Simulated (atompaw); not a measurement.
**promethium: one change to a PAW (atompaw) potential, before and after**

| Item | Value |
| --- | --- |
| Element | Pm |
| Generator | atompaw 4.2.0.5 |
| Type | PAW |
| Functional | PBEsol |
| Relativity | scalar-relativistic |
| Frozen core | [Kr] 4d10 |
| Valence charge | 15 |
| Reference configuration | 4f5 5s2 5p6 5d0.5 6s1.5 6p0 |
| Partial waves | 5s (bound): rc 1.80 bohr; 6s (bound): rc 2.90 bohr; 5p (bound): rc 2.65 bohr; 6p (bound, empty): rc 3.00 bohr; 5d (bound): rc 3.00 bohr; 5d channel at 4.05 Ry: rc 3.00 bohr; 4f (bound): rc 1.15 bohr; 4f channel at 1.05 Ry: rc 1.15 bohr |
| Local potential | ultrasoft scheme with l = 4 at 1 Ry, radius 2.60 bohr |
| Core correction | smooth core density matched at 2.25 bohr |
| Augmentation charge | besselshape compensation charge, radius 2.95 bohr; PAW radius 3.00 bohr; waves and projectors: modrrkj vanderbiltortho |

All-electron outer shells of the reference configuration (PBEsol, scalar-relativistic, ld1.x):

| shell | level (eV) | outermost node (bohr) | outermost maximum (bohr) |
| --- | --- | --- | --- |
| 4p | -235.84 | 0.31 | 0.58 |
| 4d | -122.06 | 0.29 | 0.60 |
| 5s | -41.25 | 0.70 | 1.29 |
| 5p | -22.08 | 0.75 | 1.46 |
| 6s | -3.34 | 1.74 | 3.77 |
| 4f | -1.59 | – | 0.64 |
| 5d | -1.47 | 0.86 | 2.23 |
| 6p | -1.10 | 2.11 | 5.15 |

Change: all radii scaled by about 0.91 (s 1.64, p 2.42, d 2.74, f 1.04 bohr); local potential ultrasoft scheme with l = 4 at 1 Ry, radius 2.36 bohr; augmentation besselshape compensation charge, radius 2.68 bohr; PAW radius 2.74 bohr; waves and projectors: modrrkj vanderbiltortho; core correction smooth core density matched at 2.04 bohr.

Cutoffs: the cutoffs (Ry, on a coarse ladder) from which the occupation-weighted sum of valence levels, in a spherical-Bessel basis at the reference potential, stays within 10 and 1 mRy of its value at 400 Ry; they do not see the model core or the augmentation charge, which bear on the density cutoff.

What does the change do?

The potential gets harder (100 Ry and 200 Ry → 120 Ry and 230 Ry); the d channel binds one level more than in the base; neither file shows a bound ghost. A smaller radius makes the pseudo-wave follow the all-electron one further in, where it bends more sharply, so more plane waves are needed.

| quantity | base | changed |
| --- | --- | --- |
| cutoff, loose | 100 Ry | 120 Ry |
| cutoff, tight | 200 Ry | 230 Ry |
| loose cutoff by channel (10 mRy a level) | s 8 Ry, p 8 Ry, d 8 Ry, f 80 Ry | s 8 Ry, p 10 Ry, d 8 Ry, f 100 Ry |
| bound ghosts | none | none |
| lowest overlap eigenvalue by channel | s 0.47, p 0.93, d 0.64, f 0.03 | s 0.52, p 0.92, d 0.97, f 0.02 |

 The cutoffs see the waves, projectors and local potential, not the compensation charge or the core.
